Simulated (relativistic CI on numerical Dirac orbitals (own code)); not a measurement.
**d1 to d9 in one octahedral field**

Computed with a parametric ligand-field model without spin-orbit coupling, by exact diagonalisation: B = 660, C = 2990, 10Dq = 25700 cm⁻¹ (Oh; |10Dq|/B = 38.9) for every shell. Energies in cm⁻¹; the field energy is (0.6 n_e − 0.4 n_t2) × 10Dq of the ground term; g labels are left out.

```
Shell  Ground term  Electrons in e  Field energy  First spin-allowed bands  Lowest term of other spin
   d1          2T2           0.000        -10280                  2E 25700                           
   d2          3T1           0.015        -20175      3T2 24208, 3T1 32616                  1T2 10221
   d3          4A2           0.000        -30840      4T2 25700, 4T1 32856                   2E 14061
   d4          3T1           0.025        -40487       3E 22980, 3T1 23748                    5E 7660
   d5          2T2           0.045        -50250      2A2 22132, 2T1 22357                  4T1 11801
   d6            ?               ?             ?                         ?                          ?
   d7           2E           1.024        -45634      2T1 23495, 2T2 24207                  4T1 11474
   d8          3A2           2.000        -30840      3T2 25700, 3T1 32856                   1E 11160
   d9           2E           3.000        -15420                 2T2 25700
```

(1) Fill in the row of d6.

Answers

(1) Ground term: 1A1; Electrons in e: 0.035; Field energy: -60788; First spin-allowed bands: 1T1 23662, 1T2 32645; Lowest term of other spin: 3T1 17308. Low spin: d4, d5, d6, d7; the other shells keep the spin of the free ion. Only d4 to d7 can choose; the field needed to pair spins is smallest for d6 and largest for d5, which loses most exchange energy. In the strong-field picture 10Dq must exceed about 6B + 5C = 18910 (d4), 7.5B + 5C = 19900 (d5), 2.5B + 4C = 13610 (d6) and 4B + 4C = 14600 (d7); mixing of terms shifts these bounds somewhat.
